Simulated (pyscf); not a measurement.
Elimination: H₃Si–Te–Bi(Cl)–Cl → H₃Si–Cl + Cl–Bi=Te

Gas phase, singlet surface, charge 0. Bonds broken: Cl1–Bi2, Te4–Si5. Bonds formed: Cl1–Si5. Structures and frequencies: ωB97X-D3(BJ)/def2-SVP in PySCF.

Transition state (Å):

```xyz
8

Cl    -0.2312     0.4750     0.9244
Bi    -1.9568    -1.4285     1.5477
Cl    -0.3937    -3.1591     0.7526
Te    -3.1121    -0.6678    -0.7128
Si    -0.5272     0.4239    -1.3957
H      0.6865     1.3002    -1.3542
H     -0.0993    -0.9323    -1.7992
H     -1.3972     1.1806    -2.3362
```

One imaginary mode, 275i cm⁻¹; descent along it reached the two sides named, in the forms told below.

```tsv
bond	change	reactant side (Å)	saddle	product side
Cl1–Bi2	breaks	2.458	2.6	3.1
Te4–Si5	breaks	2.491	2.9	4.0
Cl1–Si5	forms	3.5	2.339	2.106
```

Electronic energies relative to the reactant's lowest minimum found (kcal/mol):

```csv
level,barrier,reaction energy,reverse barrier
ωB97X-D3(BJ)/def2-TZVP,32.2,+27.0,5.2
PBE/def2-TZVP,26.1,+12.9,13.1
r²SCAN/def2-TZVP,28.6,+15.5,13.1
B3LYP-D3(BJ)/def2-TZVP,29.5,+16.7,12.8
PBE0-D3(BJ)/def2-TZVP,29.0,+19.1,9.8
M06-2X/def2-TZVP,30.0,+17.7,12.3
ωB97M-D3(BJ)/def2-TZVP,30.8,+17.0,13.8
HF/def2-TZVP,38.5,+7.6,31.0
```

With ωB97M-D3(BJ)/def2-TZVP energies and thermal terms (ideal gas, 1 atm, RRHO with modes under 100 cm⁻¹ raised to 100, one conformer, R ln 2 for chiral ones without a mode under 150 cm⁻¹), in kcal/mol:

| T (K) | ΔH‡ | ΔG‡ | ΔH | ΔG |
|---|---|---|---|---|
| 298 | 30.3 | 31.4 | +16.2 | +5.0 |
| 600 | 29.7 | 32.7 | +14.9 | -5.9 |
| 900 | 29.0 | 34.3 | +13.6 | -16.0 |
| 1200 | 28.4 | 36.2 | +12.4 | -25.6 |

On the product side the descent ends in a complex, 7.9 kcal/mol under the separated species and 13.1 kcal/mol under the saddle at ωB97X-D3(BJ)/def2-TZVP. This is the saddle that the search found; another between the same sides may lie lower. Elements past Kr carry the def2 core potentials, without spin-orbit coupling.
